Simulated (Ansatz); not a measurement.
Consider the redistribution: `[SiH3]C[SeH]` + `CN([SiH3])[SiH2]F` → `F[SiH2]N([SiH3])[SiH3]` + `CC[SeH]`.

Gas-phase electronic energies from Ansatz, PBE0-D4/def2-TZVP geometries. CCSD(T)/CBS is the MP2 limit (def2-TZVPP, def2-QZVPP) plus CCSD(T) − MP2 in def2-TZVPP, frozen cores. Functionals use def2-TZVPP. B3LYP here is the variant with VWN-RPA as its local correlation; programs differ in this. For Se outer-core shells are correlated without core-valence functions, which leaves a few kJ/mol of doubt a bond. Scalar relativity is left out up to krypton. Each species was taken in one conformer, which may not be the lowest.

| level | ΔE (kcal/mol) | difference from CCSD(T)/CBS |
| --- | --- | --- |
| PBE | -20.9 | 3.0 |
| B3LYP | -22.6 | 1.3 |
| HF/def2-TZVPP | -25.5 | -1.6 |
| SCS-MP2/def2-TZVPP | -24.4 | -0.5 |
| CCSD(T)/def2-TZVPP | -23.7 | 0.2 |
| HF/def2-QZVPP | -25.7 | -1.8 |
| MP2/def2-QZVPP | -24.7 | -0.8 |
| SCS-MP2/def2-QZVPP | -24.7 | -0.8 |
| MP2/CBS(def2) | -24.8 | -0.9 |
| CCSD/CBS(def2) | -24.2 | -0.3 |
| CCSD(T)/CBS | -23.9 | 0 |

Largest T1 diagnostic among the species: 0.012.

From PBE to PBE0 (25 % exact exchange), in def2-TZVPP and without D4, ΔE moves by −1.2 kcal/mol. In def2-TZVPP, CCSD(T) changes the Hartree–Fock value by +1.9 kcal/mol (the triples alone add +0.3 kcal/mol) and MP2 by +1.0 kcal/mol.
